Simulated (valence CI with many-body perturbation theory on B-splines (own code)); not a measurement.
Level structure of Se IV

Level of theory: relativistic CI+MBPT: three valence electrons over a frozen Dirac-Fock core [Ar] 3d10, radial functions for each j: 11 s, 11 p, 10 d, 8 f, 5 g, 2 h, with the one-electron correlation potential Σ1 (screened to all orders), the two-electron term Σ2, the three-electron term Σ3, Breit, model QED; selected single and double excitations, second order for the rest, scaled by the run's own slope (own B-spline code, finite nucleus).

Against 16 measured levels this calculation errs by 170 cm⁻¹ on average and by 676 at most. These come from a selection out of Moore, Atomic Energy Levels, vol. II, NSRDS-NBS 35 (1971 reprint of NBS Circular 467, 1952), an old analysis. Levels without a partner in it may be off by more.

Levels 46 to 90 of 96, with energies above the lowest level, 4s²4p ²P°_1/2. "Leading %" is the weight of the configuration and term that name the level; weights of strongly mixed levels are sums over their largest components and can fall short. In the jj column 3d3/2^4 stands for four electrons in 3d with j = 3/2.

| No. | Configuration | Term | J | E (eV) | Leading % | g | Second component | Leading jj |
| --- | --- | --- | --- | --- | --- | --- | --- | --- |
| 46 | 4s²6p | ²P° | 1/2 | 31.733 | 64 | 0.668 | 30 % 4s4p5s ²P° | 4s^2 6p1/2 (64 %) |
| 47 | 4s4p5s | ²P° | 3/2 | 31.961 | 47 | 1.336 | 43 % 4s²6p ²P° | 4s 4p3/2 5s (45 %) |
| 48 | 4s4p4d | ²P° | 3/2 | 33.142 | 66 | 1.324 | 18 % 4p³ ²P° | 4s 4p3/2 4d5/2 (28 %) |
| 49 | 4s²5f | ²F° | 7/2 | 33.226 | 56 | 1.143 | 33 % 4s4p4d ²F° | 4s^2 5f7/2 (56 %) |
| 50 | 4s4p4d | ²P° | 1/2 | 33.245 | 72 | 0.665 | 16 % 4p³ ²P° | 4s 4p3/2 4d5/2 (60 %) |
| 51 | 4s²5f | ²F° | 5/2 | 33.254 | 58 | 0.857 | 31 % 4s4p4d ²F° | 4s^2 5f5/2 (58 %) |
| 52 | 4s²5g | ²G | 7/2 | 34.122 | 96 | 0.889 |  | 4s^2 5g7/2 (96 %) |
| 53 | 4s²5g | ²G | 9/2 | 34.122 | 96 | 1.111 |  | 4s^2 5g9/2 (96 %) |
| 54 | 4s²6d | ²D | 3/2 | 34.263 | 93 | 0.805 |  | 4s^2 6d3/2 (93 %) |
| 55 | 4s4p5p | ⁴D | 1/2 | 34.264 | 74 | 0.168 | 21 % 4s4p5p ²P | 4s 4p1/2 5p1/2 (93 %) |
| 56 | 4s²6d | ²D | 5/2 | 34.273 | 94 | 1.202 |  | 4s^2 6d5/2 (94 %) |
| 57 | 4s4p5p | ⁴D | 3/2 | 34.425 | 80 | 1.223 | 13 % 4s4p5p ²P | 4s 4p1/2 5p1/2 (56 %) |
| 58 | 4s²7s | ²S | 1/2 | 34.481 | 96 | 2.002 |  | 4s^2 7s (96 %) |
| 59 | 4s4p5p | ²P | 1/2 | 34.670 | 71 | 0.642 | 20 % 4s4p5p ⁴D | 4s 4p1/2 5p3/2 (55 %) |
| 60 | 4s4p5p | ⁴D | 5/2 | 34.672 | 90 | 1.383 | 6 % 4s4p5p ⁴P | 4s 4p1/2 5p3/2 (54 %) |
| 61 | 4s4p5p | ²P | 3/2 | 34.686 | 60 | 1.419 | 17 % 4s4p5p ⁴P | 4s 4p1/2 5p3/2 (58 %) |
| 62 | 4s4p5p | ⁴P | 1/2 | 34.840 | 90 | 2.534 |  | 4s 4p1/2 5p1/2 (56 %) |
| 63 | 4s4p4d | ²F° | 7/2 | 34.971 | 47 | 1.143 | 40 % 4s²5f ²F° | 4s^2 5f7/2 (40 %) |
| 64 | 4s4p4d | ²D° | 3/2 | 34.982 | 76 | 0.855 | 8 % 4p³ ²D° | 4s 4p3/2 4d3/2 (37 %) |
| 65 | 4s4p4d | ²F° | 5/2 | 35.003 | 42 | 0.894 | 34 % 4s²5f ²F° | 4s 4p3/2 4d3/2 (41 %) |
| 66 | 4s4p5p | ⁴P | 3/2 | 35.003 | 69 | 1.636 | 15 % 4s4p5p ²P | 4s 4p3/2 5p1/2 (44 %) |
| 67 | 4s4p5p | ⁴D | 7/2 | 35.016 | 97 | 1.429 |  | 4s 4p3/2 5p3/2 (97 %) |
| 68 | 4s4p4d | ²D° | 5/2 | 35.097 | 75 | 1.162 | 8 % 4p³ ²D° | 4s 4p3/2 4d5/2 (60 %) |
| 69 | 4s4p4d | ²P° | 1/2 | 35.141 | 76 | 0.665 | 11 % 4s²7p ²P° | 4s 4p3/2 4d3/2 (55 %) |
| 70 | 4s4p5p | ⁴P | 5/2 | 35.215 | 88 | 1.574 | 6 % 4s4p5p ⁴D | 4s 4p3/2 5p3/2 (46 %) |
| 71 | 4s4p4d | ²P° | 3/2 | 35.217 | 69 | 1.291 | 11 % 4s²7p ²P° | 4s 4p3/2 4d5/2 (41 %) |
| 72 | 4s²7p | ²P° | 1/2 | 35.320 | 64 | 0.666 | 25 % 4s4p5s ²P° | 4s^2 7p1/2 (64 %) |
| 73 | 4s²7p | ²P° | 3/2 | 35.362 | 63 | 1.330 | 25 % 4s4p5s ²P° | 4s^2 7p3/2 (63 %) |
| 74 | 4s4p5p | ⁴S | 3/2 | 35.440 | 54 | 1.512 | 37 % 4s4p5p ²D | 4s 4p3/2 5p1/2 (44 %) |
| 75 | 4s4p5p | ²D | 3/2 | 35.536 | 53 | 1.273 | 32 % 4s4p5p ⁴S | 4s 4p3/2 5p3/2 (62 %) |
| 76 | 4s4p5p | ²D | 5/2 | 35.812 | 91 | 1.215 |  | 4s 4p3/2 5p3/2 (57 %) |
| 77 | 4s4p5s | ²P° | 1/2 | 35.967 | 66 | 0.667 | 21 % 4s²7p ²P° | 4s 4p3/2 5s (48 %) |
| 78 | 4s4p5s | ²P° | 3/2 | 35.974 | 66 | 1.335 | 21 % 4s²7p ²P° | 4s 4p3/2 5s (47 %) |
| 79 | 4s4p5p | ²S | 1/2 | 36.533 | 93 | 1.987 |  | 4s 4p3/2 5p3/2 (68 %) |
| 80 | 4s²6g | ²G | 7/2 | 36.820 | 96 | 0.889 |  | 4s^2 6g7/2 (96 %) |
| 81 | 4s²6g | ²G | 9/2 | 36.820 | 96 | 1.111 |  | 4s^2 6g9/2 (96 %) |
| 82 | 4s²6f | ²F° | 7/2 | 36.829 | 90 | 1.143 | 5 % 4s4p4d ²F° | 4s^2 6f7/2 (90 %) |
| 83 | 4s²6f | ²F° | 5/2 | 36.836 | 89 | 0.857 | 6 % 4s4p4d ²F° | 4s^2 6f5/2 (89 %) |
| 84 | 4s²6h | ²H° | 9/2 | 36.859 | 97 | 0.909 |  | 4s^2 6h9/2 (97 %) |
| 85 | 4s²6h | ²H° | 11/2 | 36.859 | 97 | 1.091 |  | 4s^2 6h11/2 (97 %) |
| 86 | 4s²7d | ²D | 3/2 | 36.924 | 94 | 0.800 |  | 4s^2 7d3/2 (94 %) |
| 87 | 4s²7d | ²D | 5/2 | 36.937 | 94 | 1.200 |  | 4s^2 7d5/2 (94 %) |
| 88 | 4s²8s | ²S | 1/2 | 37.052 | 96 | 2.002 |  | 4s^2 8s (96 %) |
| 89 | 4s²8p | ²P° | 1/2 | 37.632 | 95 | 0.666 |  | 4s^2 8p1/2 (95 %) |
| 90 | 4s²8p | ²P° | 3/2 | 37.651 | 96 | 1.334 |  | 4s^2 8p3/2 (96 %) |

Names give the largest LS component (configuration and term), which can be under half, so a name can repeat, a term be missing and a line seem to break the LS rules; names also repeat where a configuration has a term twice.

Where two levels of one J and parity lie close, their mixing, g and order are uncertain.
